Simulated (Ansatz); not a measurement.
Two members of one family (Series TiX4), computed with Ansatz in the gas phase. Binding counts from free atoms in the multiplicity of their measured ground term, without zero-point energy. A dash marks a value that wasn't run or was left out as unsound. The structures are stationary points that may keep the symmetry of their start. Remarks come from the PBE and PBE0 runs and from stability tests at other levels; not every state was tested. HOMO above LUMO (over both spins in singlets and doublets, within one spin in higher multiplets; at PBE or PBE0), or a gap under 0.15 eV within one spin, warns that the state may not be the lowest or that an electron is smeared out.

First: TiCl4 (singlet, charge 0, PBE-D4/def2-SVP geometry).

```xyz
5

Ti    0.000    0.000    0.000
Cl   -1.314    0.214    1.717
Cl    1.574   -1.423    0.466
Cl    0.883    1.926   -0.480
Cl   -1.143   -0.717   -1.703
```

```tsv
level	HOMO (eV)	LUMO (eV)	gap (eV)	vertical IE (eV)	binding per atom (eV)
PBE-D4/def2-TZVP	-8.26	-4.61	3.65	10.91	–
r2SCAN-D4/def2-TZVP	-8.65	-4.66	4.00	11.22	–
r2SCAN-D4/def2-TZVPD	-8.66	-4.67	4.00	–	–
PBE0-D4/def2-TZVP	-9.64	-3.83	5.81	11.50	3.62
ωB97M-V/def2-TZVP	-11.81	-1.70	10.11	–	3.51
```

Metal–donor distances: 4 × Cl 2.17 Å. Remarks: gap within one spin near zero at PBE or PBE0 (+1 doublet).

Second: TiF4 (singlet, charge 0, PBE-D4/def2-SVP geometry).

```xyz
5

Ti    0.000    0.000    0.000
F     0.658    0.238    1.598
F     0.487    1.319   -1.032
F    -1.741   -0.055    0.091
F     0.596   -1.502   -0.657
```

Task: Estimate the same table for the second.

Result: 
| level | HOMO (eV) | LUMO (eV) | gap (eV) | vertical IE (eV) | binding per atom (eV) |
| --- | --- | --- | --- | --- | --- |
| PBE-D4/def2-TZVP | -10.44 | -4.10 | 6.34 | 14.00 | – |
| r2SCAN-D4/def2-TZVP | -10.97 | -4.11 | 6.86 | 14.39 | – |
| r2SCAN-D4/def2-TZVPD | -10.95 | -4.07 | 6.88 | – | – |
| PBE0-D4/def2-TZVP | -12.53 | -3.22 | 9.32 | 14.96 | 4.84 |
| ωB97M-V/def2-TZVP | -15.03 | -0.83 | 14.21 | – | 4.82 |

Metal–donor distances: 4 × F 1.74 Å. Remarks: gap within one spin near zero at PBE or PBE0 (+1 doublet).
